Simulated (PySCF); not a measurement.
## Correlation energy of Sc (scandium, neutral)

[Ar] 3d1 4s2, 2D determinant. Computed with PySCF 2.14 in aug-cc-pVTZ (8s7p5d3f2g, 93 functions), with the non-relativistic Hamiltonian (point nucleus). Frozen: [Ar]; 3 electrons correlated.

```json
{"level": "CCSD", "correlation energy (mhartree)": "-39.97"}
{"level": "(T)", "correlation energy (mhartree)": "-1.11"}
{"level": "CCSD(T)", "correlation energy (mhartree)": "-41.08"}
```

Diagnostics: T1 = 0.028, D1 = 0.0506, largest double amplitude 0.069.

Problem. Is a single reference adequate?

Solution. Yes: T1 lies below 0.03 and no double amplitude reaches 0.07.
